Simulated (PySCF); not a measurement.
NMR data simulated for an unnamed compound:

¹H NMR (300 MHz, computed): δ 7.56 (m, 2H), 7.43 (m, 2H), 7.42 (m, 1H), 0.26 (s, 9H).

¹³C{¹H} NMR (computed): δ 145.0 (C), 139.3 (CH), 134.4 (CH), 133.2 (CH), -0.8 (CH3).

[PySCF: GIAO PBE0/pcSseg-1 shieldings; coordinates at the PBE0-D3(BJ)/def2-SVP level; no solvent; non-relativistic; rapidly exchanging positions averaged; a single conformation]

Chemical shifts δ = σref − σ; ¹H (σ = 31.27 ppm) and ¹³C (σ = 184.41 ppm) against TMS, all at this level.

Which of these does the molecule contain: a methoxy group, a Si–H bond, a (CH3)2CH unit, a benzene ring, a Si–CH3 group?

## Answers


- A methoxy group: no.
- A Si–H bond: no.
- A (CH3)2CH unit: no.
- A benzene ring: yes.
- A Si–CH3 group: yes (δC -0.8; δH 0.26 (s)).

The data belong to SMILES C[Si](C)(C)c1ccccc1, C₉H₁₄Si; they needn't prove each group on their own.

Carbon signals by region: 4 in the sp2 and nitrile region (100–160 ppm), 1 below 50 ppm.

Shifts are as computed. Against solution values, carbons near 30 ppm lie about +2 ppm off and those near 130 ppm about +5 ppm. Of 1211 compounds with measured shifts, 218 miss one by over three times the rms of a fit or turn the order of signals round; such compounds aren't used in these exercises. No couplings were computed; multiplicities are counted from neighbouring protons, with m where these are inequivalent, close in shift, in a saturated or five-membered ring or joined by F or P, and br s for small geminal =CH2 splittings.
